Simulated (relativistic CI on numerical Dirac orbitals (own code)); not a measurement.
# d1 to d9 in one tetrahedral field

Computed with a parametric ligand-field model without spin-orbit coupling, by exact diagonalisation: B = 760, C = 3470, 10Dq = -5500 cm⁻¹ (Td; |10Dq|/B = 7.2) for every shell. Energies in cm⁻¹; the field energy is (0.6 n_e − 0.4 n_t2) × 10Dq of the ground term; g labels are left out.

```csv
Shell,Ground term,Electrons in e,Field energy,First spin-allowed bands,Lowest term of other spin
d1,2E,1.000,-3300,2T2 5500,
d2,3A2,2.000,-6600,"3T2 5500, 3T1 9341",1E 12458
d3,4T1,1.902,-3862,"4T2 4722, 4A2 10222",2E 10399
d4,5T2,2.000,-2200,5E 5500,3T1 13375
d5,6A1,2.000,0,none,4T1 21612
d6,5E,3.000,-3300,5T2 5500,3T1 13849
d7,4A2,4.000,-6600,"4T2 5500, 4T1 9341",2E 15317
d8,3T1,3.902,-3862,"3T2 4722, 3A2 10222",1T2 11830
d9,2T2,4.000,-2200,2E 5500,
```

Every shell keeps the spin of the free ion. Tetrahedral fields of 3d complexes are almost always too weak to pair spins. High-spin d^(n+5) repeats the spin-allowed bands of d^n, since the half-filled shell is spherical.
